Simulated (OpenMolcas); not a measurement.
Cl3+: effect of the basis set

```yaml
Program: OpenMolcas 26.06
Method: "XMS-CASPT2, IPEA 0.25 Eh, imaginary shift 0.1 Eh (closed shells correlated: 2s 2p 3s)"
Active_space: 2 electrons in 3 orbitals (3p)
State_averaging: 2S+1 = 3 even, 3 roots; 2S+1 = 1 even, 6 roots
Spin-orbit_coupling: RASSI with atomic mean-field integrals over the reference wave functions, term energies averaged over their components
```

A. ANO-RCC-VDZP [4s3p1d], DKH2, point nucleus; CASPT2 step roughly 0.8 core-seconds
B. ANO-RCC-VTZP [5s4p2d1f], DKH2, point nucleus; CASPT2 step about 0.7 core-seconds
C. ANO-RCC-VQZP [6s5p3d2f1g], DKH2, point nucleus; CASPT2 step about 0.9 core-seconds

Energies in cm-1 above 3s2 3p2 3P0, the measured ground level; measured values from Moore, Atomic Energy Levels, vol. I, NSRDS-NBS 35 (1971 reprint of NBS Circular 467, 1949).

```tsv
Level	A	B	C	Measured
3s2 3p2 3P0	0.0	0.0	0.0	0.0
3s2 3p2 3P1	418	461	447	491
3s2 3p2 3P2	1168	1273	1234	1341
3s2 3p2 1D2	15180	13850	13370	13766
3s2 3p2 1S0	35320	33900	33120	32550
```

Deviations, from unrounded energies. A percentage is the sum of absolute deviations over the sum of measured energies, with the sign that they share, or ± where signs differ.

```json
{"Against measurement": "mean absolute deviation (cm-1)", "Levels": "4", "A": "1100", "B": "380", "C": "280"}
{"Against measurement": "fine structure of the ground term (%)", "Levels": "2", "A": "-13.4", "B": "-5.4", "C": "-8.2"}
{"Against measurement": "other terms of the ground configuration (%)", "Levels": "2", "A": "+9.0", "B": "+3.1", "C": "±2.1"}
```

C lies closest to measurement on these levels and A furthest from it. The largest miss of C in the table is 3s2 3p2 1S0, by +570 cm-1. The ranking rests on the paired levels alone, and a cruder setting can come out closer through cancelling errors.

The two smallest mean deviations differ by little beside CASPT2's spread within terms, so their order carries little weight.

Among A to C the level of the table that moves most is 3s2 3p2 1S0, by 2200 cm-1 (lowest in C, highest in A). Moves below CASPT2's spread within the term are not significant.

Term energies are means over components that CASPT2 splits; among the terms shown or strongly mixed into the levels shown the widest spread is 530 cm-1 (3s2 3p2 1D, B). With the s shell closed, the reference lacks s² → p² mixing. The basis is small and was not contracted for so high a charge (holds for A). Measured partners are found by configuration, term and J. A level has none where our copy of the source lacks it or the pairing is in doubt (some pairs that miss far off the trend of their configuration count as doubtful), and it then counts in no deviation. Levels of configurations outside the active space are missing.
